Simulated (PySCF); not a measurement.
PySCF input for Si(Cl)(OH)2(NH2) (ClH4NO2Si), SMILES N[Si](O)(O)Cl, PBE/pcSseg-1. Coordinates come from a PBE0-D3(BJ)/def2-SVP optimisation. The structure was generated by enumeration, and PubChem lists no compound with its InChIKey, so it may never have been made. Other conformers were not sampled.

```python
import numpy as np
from pyscf import gto, scf, dft
from pyscf.prop.nmr import rks as nmr

mol = gto.M(
    atom='''
    N     1.79073047   -0.30433070   -0.15728374
    Si    0.12323270   -0.02293139   -0.33820305
    O    -0.23742751    1.37858554   -1.13185812
    O    -0.62578571   -1.20677355   -1.20044528
    Cl   -0.61680985    0.06762555    1.59345683
    H     2.13162830   -0.72940840    0.69623705
    H     2.35451173   -0.55838065   -0.96053689
    H     0.12310679    2.18472348   -0.75101667
    H    -1.47814451   -0.96971034   -1.57919326
    ''',
    basis='pcSseg-1',
    charge=0,
    spin=0,
    max_memory=1600,
    verbose=3,
)
mf = dft.RKS(mol, xc='pbe')
mf.grids.level = 3
mf.conv_tol = 1e-10
mf.max_cycle = 100
mf.kernel()
n = nmr.NMR(mf)
n.verbose = 2
n.max_cycle_cphf = 60
sigma = n.kernel()
print('atom   isotropic/ppm   span/ppm')
for i, s in enumerate(sigma):
    w = np.linalg.eigvalsh((s + s.T) / 2)
    print(f'{mol.atom_symbol(i):2s}{i + 1:3d} {w.mean():14.3f} {w[2] - w[0]:11.3f}')
```

It prints:

```
converged SCF energy = -956.881725009249
atom   isotropic/ppm   span/ppm
N   1        229.403      78.923
Si  2        371.995      46.526
O   3        251.224      59.574
O   4        260.120      67.866
Cl  5        875.171     276.535
H   6         30.294      16.780
H   7         30.494      18.714
H   8         29.455      19.276
H   9         29.134      20.064
```

The calculation finished and met its thresholds.
